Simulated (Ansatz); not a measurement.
C$_{4}$H$_{9}$Cl$_{3}$SiTe (`CC(C)(C)[Te][Si](Cl)(Cl)Cl`) at its PBE0-D4/def2-TZVP geometry, where that method's forces vanish. Charge 0, multiplicity 1. Te takes the def2 core potential.

```xyz
18

C     0.1825   -2.1771    0.2920
C     0.1661   -0.6573    0.2605
C     1.1275   -0.1301   -0.7861
C     0.4708   -0.0846    1.6319
Te   -1.9209   -0.1642   -0.2781
Si   -1.6514    2.1542   -1.0385
Cl   -0.6137    3.3386    0.2698
Cl   -3.5353    2.9094   -1.2458
Cl   -0.7063    2.3525   -2.8410
H    -0.0299   -2.6066   -0.6890
H     1.1797   -2.5133    0.5991
H    -0.5352   -2.5804    1.0109
H     0.8769   -0.4823   -1.7878
H     2.1375   -0.4833   -0.5443
H     1.1603    0.9606   -0.8025
H     1.4874   -0.3787    1.9216
H    -0.2184   -0.4621    2.3892
H     0.4225    1.0046    1.6381
```

What forces (eV/Å) does ωB97M-V/def2-TZVPP give on these atoms in the Gaussian-basis code of Ansatz? (An estimate is asked.)

The calculation gave: 
```
C1   0.059 -0.202  0.019
C2  -0.324  0.083 -0.082
C3   0.160  0.040 -0.115
C4   0.087  0.054  0.183
Te5  0.126  0.060 -0.002
Si6  0.011 -0.089  0.029
Cl7  0.004 -0.001  0.018
Cl8 -0.020  0.007  0.001
Cl9  0.008 -0.018 -0.014
H10  0.011  0.035  0.059
H11 -0.064  0.021 -0.020
H12  0.038  0.034 -0.044
H13  0.004  0.017  0.054
H14 -0.062  0.025 -0.015
H15 -0.010 -0.041  0.006
H16 -0.064  0.018 -0.019
H17  0.037  0.018 -0.049
H18 -0.001 -0.061 -0.007
```
